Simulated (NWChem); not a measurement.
SiH2O2ClF; SMILES O[Si](O)(F)Cl

```xyz
7

O      0.0141    -1.0195     1.4707
Si    -0.0122    -0.3342    -0.0149
O     -1.3502    -0.8282    -0.8008
F      1.3265    -0.7582    -0.8050
Cl    -0.0125     1.7005     0.0401
H      0.8009    -0.9114     2.0131
H     -1.6670    -1.7145    -0.6005
```
Atoms are numbered in this order, from 1.

Program: NWChem. Coordinates come from a PBE0/def2-SVP optimisation. Ions are spin-unrestricted doublets at the neutral geometry; other ion states weren't tried.

Question: What does the run give for PBE0/def2-SVP? Quantities: −ε(HOMO) (eV).

Answer: The −ε(HOMO) (eV) comes out as 9.30.
